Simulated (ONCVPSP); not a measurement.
## Cutoff test, carbon, ONCV

| Quantity | Value |
| --- | --- |
| Element | carbon |
| Generator | ONCVPSP 4.0.1 |
| Type | optimised norm-conserving Vanderbilt (ONCV) |
| Functional | LDA (Perdew-Wang 92) |
| Relativity | non-relativistic |
| Frozen core | [He] |
| Valence charge | 4 |
| Reference configuration | 2s2 2p1.5 (charge +0.5) |
| Partial waves | 2s: rc 1.00 bohr, ncon 4, nbas 8, qcut 5.7 1/bohr, local; 2p: rc 2.35 bohr, ncon 4, nbas 7, qcut 5.7 1/bohr, 2 projectors, debl 3.2 Ha |
| Local potential | the s channel |
| Core correction | Teter function, fcfact 3.75, rcfact 1.1 |

For each optimised wave give the share of its norm inside rc, the residual kinetic energy above qcut (Ha) and the cutoffs (Ha) for errors of 10, 1, 0.1 and 0.01 mHa per electron.

| wave | norm inside rc | residual KE | 10 mHa | 1 mHa | 0.1 mHa | 0.01 mHa |
| --- | --- | --- | --- | --- | --- | --- |
| 2s | 0.216 | 2.9e-03 | 12.1 | 23.9 | 133.3 | 170.0 |
| 2p | 0.826 | 2.3e-06 | 8.6 | 11.3 | 13.3 | 15.1 |
| p projector 2 | 0.192 | 3.3e-04 | 12.5 | 15.1 | 23.2 | 37.2 |

The occupied waves need 24 Ha and 133 Ha for 1 and 0.1 mHa. Its largest configuration-test error is +411 meV.
